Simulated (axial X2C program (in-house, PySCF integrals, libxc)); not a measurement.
## Spin–orbit effects along a row: molecules with Li (ions), MP2

Calculated with an in-house relativistic program for diatomic molecules, spin-free (one-electron X2C) or two-component (2c: spin–orbit coupling with atomic mean-field Coulomb and Gaunt terms, which also bring small scalar terms), in Dyall basis sets with cores contracted in-house; open shells are unrestricted.

Basis sets: As dyall-cv3z, Br dyall-cv3z, Ca dyall-cv3z, Cu dyall-cv3z, Ga dyall-cv3z, K dyall-cv3z, Li dyall-cv3z, Se dyall-cv3z, Zn dyall-cv3z. Frozen shells (counts by l): LiK⁺ K 2s1p, Li 1s, 9 electrons correlated; LiCa⁺ Ca 2s1p, Li 1s, 10 electrons correlated; LiCu⁺ Cu 3s2p, Li 1s, 11 electrons correlated; LiZn⁺ Zn 3s2p, Li 1s, 12 electrons correlated; LiGa⁺ Ga 3s2p, Li 1s, 13 electrons correlated; LiAs⁺ As 3s2p1d, Li 1s, 5 electrons correlated; LiSe⁺ Se 3s2p1d, Li 1s, 6 electrons correlated; LiBr⁺ Br 3s2p1d, Li 1s, 7 electrons correlated. Where the outer core of a metal is frozen, bonds come out longer and ionisation energies lower. Frozen cores can differ along the series, which adds to the trend.

```csv
molecule,spin-free state,Re (Å),ωe (cm⁻¹),De (eV),2c state,Re 2c (Å),ωe 2c (cm⁻¹),De 2c (eV)
LiK⁺,"M_S = 1/2, Λ = 0",3.885,152.5,0.59,Ω = 1/2,3.885,152.5,0.59
LiCa⁺,"M_S = 0, Λ = 0",3.284,240.2,1.10,Ω = 0,3.284,240.2,1.10
LiCu⁺,"M_S = 1/2, Λ = 0",2.674,239.0,0.67,Ω = 1/2,2.675,238.8,0.67
LiZn⁺,"M_S = 0, Λ = 0",2.702,247.5,0.56,Ω = 0,2.702,247.5,0.56
LiGa⁺,"M_S = 1/2, Λ = 0",3.058,203.4,1.12,Ω = 1/2,3.058,203.2,1.08
LiAs⁺,"M_S = 3/2, Λ = 0",2.787,222.6,0.40,Ω = 3/2,2.787,222.9,0.40
LiSe⁺,"M_S = 1, Λ = 0",2.612,307.4,0.85,Ω = 1,2.614,306.3,0.74
LiBr⁺,"M_S = 1/2, Λ = 1",2.557,288.1,0.56,Ω = 3/2,2.557,288.2,0.57
```

Work out the shifts from the spin-free to the two-component result.



```json
{"molecule": "LiK⁺", "2c state": "Ω = 1/2", "ΔRe (Å)": "0.000", "Δωe (cm⁻¹)": "0.0", "ΔDe (eV)": "0.00"}
{"molecule": "LiCa⁺", "2c state": "Ω = 0", "ΔRe (Å)": "0.000", "Δωe (cm⁻¹)": "0.0", "ΔDe (eV)": "0.00"}
{"molecule": "LiCu⁺", "2c state": "Ω = 1/2", "ΔRe (Å)": "0.001", "Δωe (cm⁻¹)": "-0.2", "ΔDe (eV)": "0.00"}
{"molecule": "LiZn⁺", "2c state": "Ω = 0", "ΔRe (Å)": "0.000", "Δωe (cm⁻¹)": "0.0", "ΔDe (eV)": "0.00"}
{"molecule": "LiGa⁺", "2c state": "Ω = 1/2", "ΔRe (Å)": "0.000", "Δωe (cm⁻¹)": "-0.2", "ΔDe (eV)": "-0.04"}
{"molecule": "LiAs⁺", "2c state": "Ω = 3/2", "ΔRe (Å)": "0.000", "Δωe (cm⁻¹)": "0.3", "ΔDe (eV)": "0.00"}
{"molecule": "LiSe⁺", "2c state": "Ω = 1", "ΔRe (Å)": "0.002", "Δωe (cm⁻¹)": "-1.1", "ΔDe (eV)": "-0.11"}
{"molecule": "LiBr⁺", "2c state": "Ω = 3/2", "ΔRe (Å)": "0.000", "Δωe (cm⁻¹)": "0.1", "ΔDe (eV)": "0.01"}
```

Shifts of one unit in the last digit are rounding.

Fragments in 2c: K+ + Li, Ca + Li+, Cu + Li+, Zn + Li+, Ga + Li+, As + Li+, Se + Li+, Br + Li+. Each entry is the lowest single determinant of a limited PBE0 search at one distance. De goes to single-determinant-based atoms at the same level (for ions the charge split of lowest energy) and is withheld (n/a) where an atom does not fit its ground term or J level. Main or longest-lived isotopes. One determinant is a doubtful description, or other states lie close, for LiAs⁺, LiSe⁺; these need not be ground states, and all values refer to the states named. Some open-shell Ω = 0 determinants are out of reach, so the Ω given for LiSe⁺ need not be the lowest component. With several unpaired electrons the Ω given is that of one determinant, not necessarily of the lowest component. Where the atoms have a lower orbital projection than the molecule, De at mean-field level may be about a tenth of an eV too small.
